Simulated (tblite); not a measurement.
Species: C4H9FOSi2.
SMILES with atom numbers: `[CH3:1][Si@@H:2]1[CH2:3][C:4](=[O:5])[C@H:6]([F:7])[SiH2:8]1` (hydrogens: H9, H10, H11 on C1; H12 on Si2; H13, H14 on C3; H15 on C6; H16, H17 on Si8)

A start from a force field or distance geometry was refined with GFN2-xTB geometry optimisation, gas phase (tblite). Values at the start:

```json
{"coordinate": "C1–Si2", "start": "1.840 Å"}
{"coordinate": "C1–H9", "start": "1.095 Å"}
{"coordinate": "Si2–C3", "start": "1.878 Å"}
{"coordinate": "Si2–Si8", "start": "2.306 Å"}
{"coordinate": "Si2–H12", "start": "1.494 Å"}
{"coordinate": "C3–C4", "start": "1.534 Å"}
{"coordinate": "C3–H13", "start": "1.085 Å"}
{"coordinate": "C3–H14", "start": "1.087 Å"}
{"coordinate": "C4=O5", "start": "1.246 Å"}
{"coordinate": "C4–C6", "start": "1.518 Å"}
{"coordinate": "C6–F7", "start": "1.367 Å"}
{"coordinate": "C6–Si8", "start": "1.881 Å"}
{"coordinate": "C6–H15", "start": "1.097 Å"}
{"coordinate": "Si8–H16", "start": "1.494 Å"}
{"coordinate": "Si8–H17", "start": "1.489 Å"}
{"coordinate": "C1–Si2–C3", "start": "113.2°"}
{"coordinate": "C1–Si2–Si8", "start": "111.7°"}
{"coordinate": "Si2–C3–C4", "start": "110.9°"}
{"coordinate": "Si2–Si8–C6", "start": "92.9°"}
{"coordinate": "C3–Si2–Si8", "start": "95.7°"}
{"coordinate": "C3–C4–O5", "start": "119.8°"}
{"coordinate": "C3–C4–C6", "start": "118.2°"}
{"coordinate": "C4–C6–Si8", "start": "110.3°"}
{"coordinate": "C1–Si2–C3–C4", "start": "-122°"}
{"coordinate": "Si2–C3–C4–O5", "start": "-155°"}
{"coordinate": "C3–C4–C6–F7", "start": "78°"}
{"coordinate": "C4–C6–Si8–Si2", "start": "29°"}
```

**Question.** How do these coordinates change at the GFN2-xTB level?

**Answer.** 
```tsv
coordinate	GFN2-xTB (Å or °)	change
C6–Si8	1.949	+0.068
C1–Si2	1.903	+0.063
Si2–C3	1.935	+0.057
C3–C4	1.491	-0.043
Si2–Si8	2.343	+0.037
C4=O5	1.211	-0.035
Si8–H16	1.464	-0.030
Si8–H17	1.466	-0.023
C6–F7	1.390	+0.023
Si2–H12	1.473	-0.021
C4–C6	1.500	-0.018
C1–H9	1.086	-0.009
C6–H15	1.089	-0.008
C3–H13	1.089	+0.004
C3–H14	1.087	0.000
C4–C6–Si8	102.3	-8.0
Si2–C3–C4	103.5	-7.4
C1–Si2–Si8	117.3	+5.6
C3–C4–C6	113.1	-5.1
C3–C4–O5	124.4	+4.6
C1–Si2–C3	109.6	-3.6
Si2–Si8–C6	90.2	-2.7
C3–Si2–Si8	93.9	-1.8
Si2–C3–C4–O5	-108	+47
C3–C4–C6–F7	44	-34
C1–Si2–C3–C4	-144	-22
C4–C6–Si8–Si2	37	+8
```

The energy falls by 60.3 kJ/mol over 101 L-BFGS steps, the largest force on an atom goes from 3.04 to 0.006 eV/Å, and the atoms move by 0.385 Å rms after alignment. The bond that changes most is C6–Si8 (sp3 C–F carbon to SiH2 silicon), which lengthens by 0.068 Å. Bonds longer at the end by more than 0.005 Å: 5 of 17; shorter: 9. Among the dihedrals that turn most is H13–C3–C4–O5, from 84° to 135°. Rotational constants go from 1881, 1172, 950.4 to 1839, 1184, 1035 MHz.

Its GFN2-xTB frequencies are all real (lowest 47 cm⁻¹). The numbers are those of one conformer.

All values are computed, not measured.
